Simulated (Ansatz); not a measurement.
Frontier orbitals of CH6BBrSn (`C[B](Br)[SnH3]`).

Z-matrix (Å, degrees):
```
C
B 1 1.550
H 1 1.096 2 110.1
H 1 1.091 2 115.1 3 124.2
H 1 1.098 2 108.4 3 -113.9
Br 2 1.917 1 119.7 3 -128.5
Sn 2 2.260 1 123.7 3 52.1
H 7 1.709 2 110.7 1 -119.1
H 7 1.708 2 111.0 1 121.5
H 7 1.713 2 111.9 1 1.1
```

The species carries charge 0 and has multiplicity 1. Correlated methods include outer-core shells of Br, Sn, which these sets cover unevenly. Scalar relativity is left out up to krypton. Sn: def2 effective core potential. The geometry is a stationary point of PBE0-D4/def2-TZVP. Basis def2-TZVPP, Ansatz 0.2.0.

```
             functional  HOMO (eV)  LUMO (eV)  gap (eV)
                    PBE      -6.30      -2.84      3.46
                 revPBE      -6.25      -2.75      3.50
                   BLYP      -6.17      -2.66      3.51
                 r2SCAN      -6.55      -2.59      3.96
                   PBE0      -7.42      -1.95      5.47
HSE06 (plane-wave form)      -7.03      -2.33      4.70
              CAM-B3LYP      -8.71      -0.80      7.91
                ωB97M-V      -9.51       0.03      9.54
```

Against PBE, PBE0 changes HOMO and LUMO by −1.13 and +0.89 eV, ωB97M-V by −3.21 and +2.87 eV. A gap of 3.45 eV thus becomes 9.54 eV for the same molecule, so an orbital gap means little without its functional. A positive LUMO is unbound and depends on the basis.
